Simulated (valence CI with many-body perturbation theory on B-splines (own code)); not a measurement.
# E1 transitions of Cr XI

Level of theory: valence CI with perturbative core correlation (CI+MBPT): four valence electrons over a frozen Dirac-Fock core [Ne], radial functions for each j: 11 s, 11 p, 10 d, 8 f, 5 g, 2 h, with the one-electron correlation potential Σ1 (screened to all orders), the two-electron term Σ2, the three-electron term Σ3, Breit, model QED; selected single and double excitations, second order for the rest, scaled by the run's own slope (own B-spline code, finite nucleus).

No measured levels were compared; by estimate levels of excited configurations hold to 0.05 to 0.15 % of their energy, terms of the ground configuration to about 0.5 %. Among the levels kept, up to 640 cm⁻¹ of a level comes from second order outside the variational space, and about a tenth of that is noise between levels of different J, which matters for small intervals.

Lines 101 to 150 of 566 in falling wavelength, among levels below 127.62 eV, chosen from the strongest by gf and those to the six lowest levels. Wavelengths and rates use the calculated energies, so an error of 200 cm⁻¹ moves a line at 353.3 Å by 0.071 % and its rate by three times that or more. Electric multipoles are in the length gauge, E1 and E2 with the static RPA response of the core. Weak lines are less certain than strong ones. Lines between different terms over intervals too small for the method are left out, as are lines whose strength nearly cancels. Where a level lies close to another of its J and parity, the split of strength between their lines is uncertain. The highest levels of a list are the least certain.

Names give the largest LS component (configuration and term), which can be under half, so a name can repeat, a term be missing and a line seem to break the LS rules; names also repeat where a configuration has a term twice. Letters in brackets count levels of one name in rising energy.

```tsv
λ vac (Å)	Upper	Lower	A (s⁻¹)	S (a.u.) with core polarisation	S without
353.3	3p³3d ³F°_3 [b]	3s3p²3d ³D_2 [a]	2.72e+09	4.15e-01	4.30e-01
352.9	3p³3d ³F°_4 [b]	3s3p²3d ³D_3 [a]	2.24e+09	4.38e-01	4.54e-01
352.3	3p³3d ³F°_2 [b]	3s3p²3d ³D_1 [a]	2.57e+09	2.78e-01	2.88e-01
348.5	3s3p²3d ³F_2 [c]	3s²3p3d ³P°_1	2.46e+09	2.57e-01	2.66e-01
344.8	3p³3d ³P°_1 [c]	3s3p²3d ³D_2 [a]	3.70e+09	2.25e-01	2.33e-01
342.7	3p³3d ³F°_4 [b]	3s3p²3d ³G_5	5.61e+09	1.00e+00	1.04e+00
342.3	3p³3d ³F°_3 [b]	3s3p²3d ³G_4	5.24e+09	7.26e-01	7.54e-01
340.9	3p³3d ³F°_4 [a]	3s3p²3d ⁵D_4	1.40e+09	2.46e-01	2.56e-01
340.8	3p³3d ³F°_2 [b]	3s3p²3d ³G_3	5.85e+09	5.72e-01	5.94e-01
340.4	3p³3d ³G°_5	3s3p²3d ³F_4 [a]	2.07e+09	4.43e-01	4.58e-01
339.5	3s3p³ ¹D°_2	3s²3p² ³P_2	4.87e+07	4.70e-03	4.89e-03
338.4	3s3p²3d ³F_3 [c]	3s²3p3d ³P°_2 [a]	1.28e+09	1.71e-01	1.78e-01
337.3	3p³3d ³G°_4	3s3p²3d ³F_3 [a]	2.04e+09	3.48e-01	3.60e-01
335.9	3s3p³ ¹P°_1	3s²3p² ¹S_0	3.28e+09	1.84e-01	1.91e-01
335.5	3p³3d ³G°_3	3s3p²3d ³F_2 [a]	2.11e+09	2.75e-01	2.85e-01
333.4	3p³3d ⁵D°_3	3s3p²3d ⁵D_4	2.55e+09	3.27e-01	3.39e-01
332.8	3p³3d ⁵D°_4	3s3p²3d ⁵D_4	4.65e+09	7.62e-01	7.92e-01
332.5	3p³3d ⁵D°_2	3s3p²3d ⁵D_3	4.70e+09	4.26e-01	4.43e-01
332.2	3s3p³ ¹D°_2	3s²3p² ³P_1	3.70e+07	3.35e-03	3.47e-03
331.8	3p³3d ⁵D°_1	3s3p²3d ⁵D_2	6.35e+09	3.43e-01	3.57e-01
331.5	3p³3d ⁵D°_3	3s3p²3d ⁵D_3	2.42e+09	3.04e-01	3.16e-01
331.2	3p³3d ⁵D°_0	3s3p²3d ⁵D_1	1.01e+10	1.80e-01	1.87e-01
330.9	3p³3d ⁵D°_4	3s3p²3d ⁵D_3	1.62e+09	2.61e-01	2.71e-01
330.6	3p³3d ⁵D°_1	3s3p²3d ⁵D_0	2.93e+09	1.57e-01	1.63e-01
330.5	3p³3d ⁵D°_2	3s3p²3d ⁵D_1	3.02e+09	2.69e-01	2.79e-01
330.2	3p³3d ⁵D°_3	3s3p²3d ⁵D_2	2.46e+09	3.06e-01	3.18e-01
330.0	3s3p²3d ³F_4 [b]	3s²3p3d ³F°_4	3.10e+09	4.95e-01	5.14e-01
329.9	3p³3d ¹D°_2 [b]	3s3p²3d ¹P_1 [a]	1.75e+09	1.55e-01	1.60e-01
329.3	3s3p²3d ³D_3 [d]	3s²3p3d ³D°_3	6.22e+09	7.67e-01	7.96e-01
328.9	3s3p²3d ³F_3 [b]	3s²3p3d ³F°_3	3.33e+09	4.09e-01	4.25e-01
328.1	3s3p²3d ³F_2 [b]	3s²3p3d ³F°_2	4.36e+09	3.80e-01	3.95e-01
327.7	3p³3d ³F°_4 [a]	3s3p²3d ⁵F_5	1.20e+09	1.88e-01	1.95e-01
326.2	3s3p3d² ³G°_5	3s3p²3d ³F_4 [c]	7.46e+09	1.40e+00	1.46e+00
325.9	3s3p²3d ³D_2 [d]	3s²3p3d ³D°_2	7.52e+09	6.43e-01	6.66e-01
325.6	3s3p3d² ³G°_4	3s3p²3d ³F_3 [c]	6.39e+09	9.79e-01	1.01e+00
325.3	3p³3d ¹F°_3 [c]	3s3p²3d ³F_4 [b]	2.51e+09	2.99e-01	3.10e-01
324.5	3s3p3d² ³G°_3	3s3p²3d ³F_2 [c]	8.81e+09	1.04e+00	1.08e+00
321.8	3s3p²3d ³D_1 [d]	3s²3p3d ³D°_1	9.61e+09	4.74e-01	4.91e-01
321.1	3s3p3d² ³F°_4	3s3p²3d ³F_4 [b]	1.16e+09	1.71e-01	1.77e-01
320.7	3p³3d ¹D°_2 [c]	3s3p²3d ¹P_1 [a]	3.06e+09	2.49e-01	2.58e-01
320.5	3s3p3d² ³G°_4	3s3p²3d ³D_3 [c]	1.73e+09	2.54e-01	2.63e-01
320.3	3p³3d ⁵D°_4	3s3p²3d ⁵F_5	1.19e+10	1.74e+00	1.81e+00
319.4	3s3p²3d ³D_3 [d]	3s²3p3d ³P°_2 [b]	6.13e+09	6.90e-01	7.15e-01
318.6	3p³3d ¹F°_3 [a]	3s3p²3d ¹F_3 [a]	2.99e+09	3.34e-01	3.45e-01
317.5	3s3p3d² ³F°_3	3s3p²3d ³F_3 [b]	1.59e+09	1.76e-01	1.83e-01
316.7	3p³3d ⁵D°_3	3s3p²3d ⁵F_4	9.24e+09	1.01e+00	1.05e+00
316.2	3s3p²3d ³D_1 [d]	3s²3p3d ³P°_0	9.67e+09	4.53e-01	4.70e-01
316.2	3p³3d ⁵D°_4	3s3p²3d ⁵F_4	2.96e+09	4.16e-01	4.32e-01
315.9	3p³3d ³P°_2 [a]	3s3p²3d ³P_2 [a]	1.97e+09	1.53e-01	1.59e-01
315.7	3p³3d ³D°_2 [c]	3s3p²3d ³P_2 [b]	2.89e+09	2.24e-01	2.32e-01
```
